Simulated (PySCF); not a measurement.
## Br(2+): excitation energy

Br(2+) [Ar] 3d10 4s2 4p3 (4S) → Br(2+) [Ar] 3d10 4s1 4p3 5s1 (6S), as a difference of total energies. Calculation: PySCF 2.14, in aug-cc-pVDZ-DK; the spin-free X2C one-electron Hamiltonian (Gaussian nucleus). Correlated levels: valence: [Ar] 3d10 frozen. The calculations carry no spin-orbit coupling.

```
           method  excitation energy (eV)
              UHF                  25.909
              LDA                  28.680
              PBE                  28.403
             PBE0                  28.144
           r2SCAN                  28.020
            wB97X                  29.024
          wB97M-V                  28.057
           B2PLYP                  28.209
             TPSS                  28.381
             ROHF                  25.929
    MP2 (valence)                  26.832
SCS-MP2 (valence)                  27.214
```

How much does correlation contribute at MP2 (valence)?

26.832 − (25.909) = 0.923 eV, measured against UHF.

The promoted electron is Rydberg-like, and one or two diffuse shells describe it only roughly, which tends to raise the upper state.
